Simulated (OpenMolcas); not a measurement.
**What dynamic correlation does to the levels of Mn5+**

```yaml
Program: OpenMolcas 26.06
Basis: ANO-RCC-VDZ [5s4p2d]
Scalar_Hamiltonian: DKH2, point nucleus
Active_space: 2 electrons in 5 orbitals (3d)
State_averaging: 2S+1 = 3 even, 10 roots; 2S+1 = 1 even, 15 roots (14 in the spin-orbit step)
Spin-orbit_coupling: state interaction with AMFI integrals over the reference wave functions, term energies averaged over their components
```

Methods on the same reference wave functions:
A. CASSCF
B. SS-CASPT2, IPEA 0.25 Eh, imaginary shift 0.1 Eh (closed shells correlated: 3s 3p)

Energies in cm⁻¹ above 3d² ³F₂, the measured ground level; measured values from Corliss and Sugar, J. Phys. Chem. Ref. Data 6, 1253 (1977).

| Level | A | B | Measured |
| --- | --- | --- | --- |
| 3d² ³F₂ | 0.0 | 0.0 | 0.0 |
| 3d² ³F₃ | 715 | 721 | 746 |
| 3d² ³F₄ | 1625 | 1630 | 1669 |
| 3d² ¹D₂ | 18438 | 15250 | 15336 |
| 3d² ³P₀ | 21471 | 18330 | 17782 |
| 3d² ³P₁ | 21700 | 18560 | 18057 |
| 3d² ³P₂ | 22276 | 19140 | 18628 |
| 3d² ¹G₄ | 28264 | 27790 | 25511 |

Deviations, from unrounded energies. A percentage is the sum of absolute deviations over the sum of measured energies, with the sign that they share, or ± where signs differ.

```tsv
Against measurement	Levels	A	B
mean absolute deviation (cm-1)	7	2400	570
fine structure of the ground term (%)	2	-3.1	-2.6
other terms of the ground configuration (%)	5	+17.7	±4.1
```

B lies closest to measurement on these levels. The largest miss of B in the table is 3d² ¹G₄, by +2300 cm-1. The ranking rests on the paired levels alone, and a cruder setting can come out closer through cancelling errors.

From A to B the spin-free energies of the other terms of 3d² shown, above ³F, scale by factors of 0.82 to 0.98.

The lowest spin-free term lies below A's lowest term by 0.127 hartree in B.

Term energies are means over components that CASPT2 splits; among the terms shown or strongly mixed into the levels shown the widest spread is 380 cm-1 (3d² ³F, B). Some high roots are left out of the spin-orbit mixing, which shifts the levels that they would mix with. The basis is small and was not contracted for so high a charge. Without dynamic correlation excited terms often stand tens of per cent too high (terms of higher spin than the ground term too low), and those without a measured partner can miss by more than the paired ones (holds for A). Measured partners are found by configuration, term and J. A level has none where our copy of the source lacks it or the pairing is in doubt (some pairs that miss far off the trend of their configuration count as doubtful), and it then counts in no deviation. Only configurations of the active space appear.
